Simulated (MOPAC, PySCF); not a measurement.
C₂H₃NO, SMILES `COC#N`, neutral singlet in the gas phase. 

Cartesian coordinates (Å):
SMILES: COC#N
```xyz
7

C     -0.8473     0.1104    -0.0352
O      0.2640    -0.8123    -0.2232
C      1.4293    -0.3276     0.0216
N      2.4913     0.0759     0.2327
H     -0.8773     0.4361     1.0031
H     -1.7354    -0.4593    -0.2874
H     -0.7299     0.9616    -0.7038
```
Charge 0, multiplicity 1.

All levels are single points at this geometry (B3LYP-D3(BJ)/def2-TZVP); Pople sets use spherical d functions. Orbital energies aren't observables, and empty levels follow the basis.

| level | HOMO (eV) | LUMO (eV) | gap (eV) | dipole (D) | vertical IE, Delta-SCF (eV) |
|---|---|---|---|---|---|
| B3LYP-D3(BJ)/def2-TZVP in PySCF | -8.30 | 0.11 | 8.41 | 4.64 | 11.13 |
| B3LYP/6-31G* in PySCF | -7.95 | 1.06 | 9.01 | 4.50 | 10.96 |
| M06-2X/6-31G* in PySCF | -9.70 | 2.44 | 12.14 | 4.49 | – |
| PBE/6-31G* in PySCF | -6.74 | 0.09 | 6.82 | 4.43 | 10.73 |
| SVWN5/6-31G* in PySCF | -6.91 | -0.15 | 6.75 | 4.48 | 10.97 |
| HF/3-21G in PySCF | -11.69 | 6.13 | 17.82 | 4.70 | – |
| PM3 in MOPAC | -11.43 | 0.66 | 12.08 | 3.68 | – |
| PM6 in MOPAC | -11.28 | -0.01 | 11.27 | 4.38 | – |
| PM7 in MOPAC | -11.41 | 0.02 | 11.44 | 4.37 | – |
